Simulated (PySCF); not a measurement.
C₃H₉NOSi. Atoms are numbered in the order given.

```xyz
15

C     -2.4869     0.3074     0.0000
N     -1.0447     0.3419     0.0000
C     -0.3634    -0.2744    -1.1564
Si     1.1290    -0.4536     0.0000
O      2.2392     0.7870     0.0000
C     -0.3634    -0.2744     1.1564
H     -2.8895    -0.7334     0.0000
H     -2.8781     0.8236     0.8920
H     -2.8781     0.8236    -0.8920
H     -0.3470     0.3669    -2.0552
H     -0.8008    -1.2617    -1.4441
H      1.9532    -1.6908     0.0000
H      1.8628     1.6758     0.0000
H     -0.3470     0.3669     2.0552
H     -0.8008    -1.2617     1.4441
```
Charge 0, spin multiplicity 1.

Coordinates come from a r2SCAN-D4/def2-SVP optimisation. The structure was generated by enumeration, and PubChem lists no compound with its InChIKey, so it may never have been made. One conformer was computed; it need not be the lowest.

Level of theory: PBE/def2-TZVP (PySCF).

Symmetry labels are those of the subgroup Cs that the program uses (full group Cs).

Computed valence orbital energies around the gap with their symmetry:
```json
[
 {"orbital": "HOMO−7", "symmetry": "A\"", "energy (eV)": "-9.52"},
 {"orbital": "HOMO−6", "symmetry": "A'", "energy (eV)": "-9.44"},
 {"orbital": "HOMO−5", "symmetry": "A'", "energy (eV)": "-8.81"},
 {"orbital": "HOMO−4", "symmetry": "A\"", "energy (eV)": "-8.61"},
 {"orbital": "HOMO−3", "symmetry": "A\"", "energy (eV)": "-8.25"},
 {"orbital": "HOMO−2", "symmetry": "A'", "energy (eV)": "-7.04"},
 {"orbital": "HOMO−1", "symmetry": "A\"", "energy (eV)": "-6.53"},
 {"orbital": "HOMO", "symmetry": "A'", "energy (eV)": "-5.02"},
 {"orbital": "LUMO", "symmetry": "A'", "energy (eV)": "-0.19"},
 {"orbital": "LUMO+1", "symmetry": "A\"", "energy (eV)": "0.26"},
 {"orbital": "LUMO+2", "symmetry": "A'", "energy (eV)": "0.31"},
 {"orbital": "LUMO+3", "symmetry": "A'", "energy (eV)": "1.27"}
]
```
